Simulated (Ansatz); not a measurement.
Process, species as SMILES: [SiH3]N[SiH2]O[SiH3] + H+ → [SiH3][NH2+][SiH2]O[SiH3]
Geometries: B3LYP-D3(BJ)/def2-TZVP minima from Ansatz (an electronic-structure program), one conformer each, not searched for the lowest.

Quantity: proton affinity (electronic energy difference), positive where the reaction releases energy, in kcal/mol. Cores are frozen in the correlated levels unless marked. No spin-orbit coupling. No relativistic terms. CBS(X,Y): correlation extrapolated as X^-3; Hartree-Fock from the larger set.

```tsv
level	program	proton affinity (kcal/mol)
HF/6-31G	Ansatz	228.9
B3LYP-D3(BJ)/def2-TZVPD	Ansatz + dftd3	216.4
PBE0-D3(BJ)/def2-TZVP	Ansatz + dftd3	216.0
BHLYP-D3(BJ)/def2-TZVPD	Ansatz + dftd3	216.4
HSE06-D3(BJ)/def2-TZVPD	Ansatz + dftd3	215.6
HSE06-D4/def2-TZVPD	Ansatz + dftd4	214.8
LC-wPBE/def2-TZVPD	Ansatz	215.7
```

**Question.** Estimate the value at CCSD(T)/CBS(cc-pV(T+d)Z,cc-pV(Q+d)Z) as computed with Ansatz.

**Answer.** 214.5 kcal/mol, so LC-wPBE/def2-TZVPD differs from it by 1.2 kcal/mol.
